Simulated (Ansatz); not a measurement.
`C[N](C)[GeH]` + H–F → `[F][GeH]` + dimethylamine at 400 K and 1 bar (ligand exchange at a Ge–N bond).

Gas-phase electronic energies from Ansatz, PBE0-D4/def2-TZVP geometries. CBS: MP2 limit from def2 TZ/QZ plus the TZ coupled-cluster correction, frozen cores. This one scheme is used for every species. For Ge outer-core shells are correlated without core-valence functions, which leaves a few kJ/mol of doubt a bond. Scalar relativity is left out up to krypton.

| species | CCSD(T)/CBS energy (Eh) | H − E (kJ/mol) | S (J/(mol·K)) |
| --- | --- | --- | --- |
| `C[N](C)[GeH]` | -2211.10778 | 262.1 | 348.7 |
| H–F | -100.39570 | 36.5 | 182.2 |
| `[F][GeH]` | -2176.50038 | 34.5 | 264.7 |
| `CNC` | -135.00321 | 264.6 | 293.2 |

H − E and S are ideal-gas, rigid-rotor, harmonic terms from PBE0-D4/def2-TZVP. 1 Eh = 2625.50 kJ/mol, R = 8.31446 J/(mol·K).

**Question.** By hand: ΔE, ΔH, ΔS and ΔG.

**Answer.** ΔE = (-2176.50038) + (-135.00321) − (-2211.10778) − (-100.39570) = -0.00011 Eh = -0.3 kJ/mol. Δ(H − E) = 34.5 + 264.6 − 262.1 − 36.5 = 0.5, so ΔH = 0.2 kJ/mol. ΔS = 264.7 + 293.2 − 348.7 − 182.2 = 27.0 J/(mol·K). ΔG = 0.2 − 400 × (27.0)/1000 = -10.6 kJ/mol.

**Question.** By hand: the equilibrium constant, and the temperature at which ΔG would vanish if ΔH and ΔS stayed fixed.

**Answer.** log₁₀ K = −ΔG/(RT ln 10) = 1.4. ΔG = 0 at ΔH/ΔS = 7 K, though so small a ΔH makes that figure unsure.

TΔS isn't small against ΔH here. A doubt of 5 kJ/mol in ΔE shifts log₁₀ K by 0.7 here. These are equilibria of isolated gas molecules and say nothing of rates. Largest T1 diagnostic: 0.016 (customary marks: 0.02 for closed shells, 0.045 for open ones).
